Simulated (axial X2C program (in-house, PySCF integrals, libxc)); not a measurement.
**Which molecule has these constants?**

Calculated with an axial X2C code built on PySCF integrals, spin-free (one-electron X2C) or two-component (2c: spin–orbit coupling with atomic mean-field Coulomb and Gaunt terms, which also bring small scalar terms), in Dyall basis sets with cores contracted in-house; open shells are unrestricted.

A two-component PBE0 calculation in a Dyall 3-zeta basis gave Re = 1.870 Å, ωe = 1414.0 cm⁻¹, Ω = 5/2.

**Question.** Which molecule is it?
A. LiNb⁻
B. NaNb⁻
C. NbH⁻

**Answer.** C. The others have NaNb⁻ 3.415 Å and 107.0 cm⁻¹ (Ω = 5/2); LiNb⁻ 2.914 Å and 227.8 cm⁻¹ (Ω = 1/2).

Each entry is the lowest single determinant of a limited PBE0 search at one distance. De goes to single-determinant-based atoms at the same level (for ions the charge split of lowest energy) and is withheld (n/a) where an atom does not fit its ground term or J level. Main or longest-lived isotopes. One determinant is a doubtful description, or other states lie close, for NbH⁻, NaNb⁻, LiNb⁻; these need not be ground states, and all values refer to the states named. With several unpaired electrons the Ω given is that of one determinant, not necessarily of the lowest component. The functionals have no current term, which raises determinants with orbital currents.
